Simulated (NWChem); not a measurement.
**Atomisation of CClF**

```xyz
3

F      0.2557    -1.4846     0.0000
C     -0.6929    -0.5893     0.0000
Cl     0.1092     0.9939     0.0000
```
Charge 0, spin multiplicity 1.

Everything below was run with NWChem. Structure: optimised with PBE/def2-SVP, a minimum by its harmonic frequencies.

Basis set: def2-TZVP. The atomisation energy is electronic alone: no zero-point, thermal, spin-orbit or counterpoise terms. No value is extrapolated to the basis-set limit. Free atoms are single determinants with multiplicities F 2, C 3, Cl 2. Correlated methods freeze the same cores in atoms and molecule, 7 orbitals in all.

Costs are rough ratios of processor time within this set of runs, SCF included, with HF as 1. Costs are the molecule's.

B3LYP has NWChem's definition, with VWN1-RPA local correlation. GW and range-separated runs recompute their integrals, the others keep them in memory, which bears on the times. The structure started from a generated list of species. No SCF solution was tested for a lower state. Open-shell Hartree-Fock references start from PBE0 orbitals; any time given for them includes that run. Coupled-cluster values serve here as a point of comparison, not as the truth.

```
method                        atomisation energy (kcal/mol)  relative cost
----------------------------  -----------------------------  -------------
PBE0                                                  216.1        under 3
M06-2X                                                214.4        under 3
LC-wPBE (omega 0.3 per bohr)                          221.3             20
r2SCAN                                                217.7        under 3
HF                                                    121.0              1
CCSD(T)                                          (withheld)             20
PBE                                                   233.6        under 3
MP2                                              (withheld)        under 3
B3LYP                                                 210.9        under 3
```

Question: What belongs in the gaps?

Answer: 
- CCSD(T), atomisation energy (kcal/mol): 204.6
- MP2, atomisation energy (kcal/mol): 215.2
